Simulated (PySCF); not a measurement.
**Electric field gradients and quadrupole coupling constants**

Compound: C₆H₉N₂ (charge -1).
Geometry (PBE0-D3(BJ)/def2-SVP, Å), atoms numbered from 1 in this order:
```xyz
17
C6H9N2 angstrom
C     -1.964    0.852   -0.308
C     -1.534   -0.602   -0.444
C     -0.394   -0.975    0.513
C      0.925   -0.343    0.189
C      2.116   -0.960   -0.199
N      3.070   -0.016   -0.422
C      2.415    1.125   -0.161
N      1.130    1.006    0.213
H     -1.068    1.493   -0.354
H     -2.441    1.027    0.672
H     -2.684    1.149   -1.090
H     -2.401   -1.272   -0.279
H     -1.186   -0.789   -1.476
H     -0.266   -2.072    0.509
H     -0.712   -0.708    1.542
H      2.315   -2.031   -0.321
H      2.902    2.105   -0.243
```

Field gradients from the PBE0/pcSseg-1 density (PySCF, non-relativistic), principal values in atomic units, ordered |Vxx| ≤ |Vyy| ≤ |Vzz|:

```
atom     Vxx     Vyy      Vzz
  N6  0.3925  0.4429  -0.8354
  N8  0.3284  0.4422  -0.7706
```

Task: Find the asymmetry η = (Vxx − Vyy)/Vzz and the couplings χ = eQV/h (234.96 MHz × Q in barn × V in au), with Q(14N) = 0.02044 b.

Result: 
| atom | environment | nucleus | η | χzz (MHz) | χxx (MHz) | χyy (MHz) |
| --- | --- | --- | --- | --- | --- | --- |
| N6 | two-coordinate ring nitrogen | 14N | 0.06 | -4.012 | 1.885 | 2.127 |
| N8 | ring nitrogen | 14N | 0.15 | -3.701 | 1.577 | 2.124 |

The tensor is traceless: Vxx + Vyy + Vzz = 0.

Task: What is Vzz at N6 in SI units (1 au = 9.71736 × 10²¹ V/m²)?

Result: -0.8354 au = -8.118 × 10²¹ V/m².

Task: What couplings would deuterons (Q(2H) = 0.00286 b) have in place of the hydrogens, at this geometry?

Result: 
| atom | bonded to | bond length (Å) | Vzz (au) | η | χzz (kHz) |
| --- | --- | --- | --- | --- | --- |
| H9 | C1 | 1.103 | 0.2672 | 0.02 | 180 |
| H10 | C1 | 1.104 | 0.2925 | 0.04 | 197 |
| H11 | C1 | 1.104 | 0.2955 | 0.03 | 199 |
| H12 | C2 | 1.108 | 0.2841 | 0.02 | 191 |
| H13 | C2 | 1.104 | 0.2856 | 0.02 | 192 |
| H14 | C3 | 1.105 | 0.2898 | 0.02 | 195 |
| H15 | C3 | 1.110 | 0.2812 | 0.03 | 189 |
| H16 | C5 | 1.096 | 0.3156 | 0.09 | 212 |
| H17 | C7 | 1.098 | 0.3100 | 0.09 | 208 |

Isolated species at its PBE0-D3(BJ)/def2-SVP geometry (one conformer only). The pcSseg-1 basis has no diffuse functions, a weakness for an anion. The small basis limits the accuracy of the gradients.

These values come from a run that also computed NMR shieldings. Hardware: one thread, AMD EPYC 9R14 (x86_64), no GPU, shared host with 192 logical CPUs at a one-minute load of 133. Cost: 26 s wall (grids of density and orbitals included), 1.0 GiB resident at most.
